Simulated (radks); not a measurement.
Problem. Neutral chlorine, 17 electrons, occupied as [Ne] 3s1 3p6 (not the ground configuration). Method: scalar-relativistic Kohn-Sham, r2SCAN, spin-polarised, spherical densities, finite nucleus; open shells are filled with parallel spins first; meta-GGA in the generalised Kohn-Sham scheme; Fermi nuclear charge, rms radius 3.3654 fm; computed with a radial shooting solver on a logarithmic mesh with Libxc functionals. Some entries of the table are withheld. Estimate them.

orbital,occ.,eigenvalue (eV),r(max) (bohr)
1s up,1,-2767.511,0.05948
1s down,1,-2767.206,0.05948
2s up,1,-259.5623,0.3611
2s down,1,-259.3266,0.3613
2p up,3,-196.3710,0.3019
2p down,3,-196.0543,0.3021
3s up,1,-23.1439,(1)
3s down,0,-21.2955,(2)
3p up,3,-10.1691,1.410
3p down,3,-8.8002,1.442

Solution. 
(1) 3s up r(max) (bohr): 1.274
(2) 3s down r(max) (bohr): 1.290
